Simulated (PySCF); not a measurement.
Compound: C₄H₉SSi₂ (doublet state).
Z-matrix (Å and degrees, GFN2-xTB geometry), rows numbered from 1:
```
C 
Si  1  1.8908
C   2  1.8014  1  118.42
C   3  1.2273  2  172.25  1   108.63
Si  4  1.8323  3  175.02  2  -132.28
S   5  2.1620  4  106.47  1     6.70
C   6  1.8174  5   99.95  4   -54.14
H   1  1.0867  2  111.09  3   -38.37
H   1  1.0890  2  110.98  3    81.45
H   1  1.0877  2  111.41  3  -158.67
H   2  1.4538  1  116.61  3  -150.27
H   5  1.4656  4  111.02  6  -116.63
H   5  1.4559  4  114.81  6   113.21
H   7  1.0861  6  109.30  5    55.69
H   7  1.0863  6  109.76  5   -65.61
H   7  1.0851  6  107.01  5   175.11
```

The hyperfine couplings belong to this conformer and change with its torsions.

As a line formula: `[SiH2](C#C[SiH]C)SC` [radical].

Method: UKS B3LYP, pcH-1 on C H S Si, non-relativistic, mean-field spin-orbit, GIAO (PySCF 2.14.0). Isolated species at its GFN2-xTB geometry (one conformer only). The geometry wasn't refined by DFT: couplings that depend on bond lengths, twists or pyramidal angles can differ widely from those at the functional's own minimum, by a factor of two or more for some ions and for spin on atoms past the first row. Stability of the SCF solution: not tested.

Task: Predict the first-order ENDOR lines of H8/H9/H10, H12/H13 and H11 under fast tumbling at B = 339.2 mT (X band).

Result: For S = 1/2 in fast tumbling each set of equivalent nuclei gives two lines, ν± = |νn ± a/2| to first order, with νn = g_N μN B/h and μN/h = 7.62259 MHz/T.

```json
{"nuclei": "H8/H9/H10", "isotope": "1H", "g_N": "5.5857", "νn (MHz)": "14.44", "a_iso (MHz)": "27.73", "lower line (MHz)": "0.58", "upper line (MHz)": "28.31"}
{"nuclei": "H12/H13", "isotope": "1H", "g_N": "5.5857", "νn (MHz)": "14.44", "a_iso (MHz)": "14.65", "lower line (MHz)": "7.12", "upper line (MHz)": "21.77"}
{"nuclei": "H11", "isotope": "1H", "g_N": "5.5857", "νn (MHz)": "14.44", "a_iso (MHz)": "-10.72", "lower line (MHz)": "9.08", "upper line (MHz)": "19.80"}
```

Task: Which pairs are centred on the nuclear Larmor frequency, and which on half the coupling?

Result: Centred on νn, since |a| < 2νn: H8/H9/H10, H12/H13 and H11. No pair has |a| > 2νn.

Task: At what field would the lower line of H8/H9/H10 fall to zero frequency?

Result: Where νn = |a|/2, that is B = 13.87 MHz/(5.5857 × 7.62259 MHz/T) = 326 mT, as far as first order holds there.

Class means assume fast exchange of nuclei equivalent by connectivity; if that motion is slow, each nucleus keeps its own coupling. The three 1H nuclei of mean +27.7 MHz run from 6.2 to 65.1 MHz in the frozen geometry.
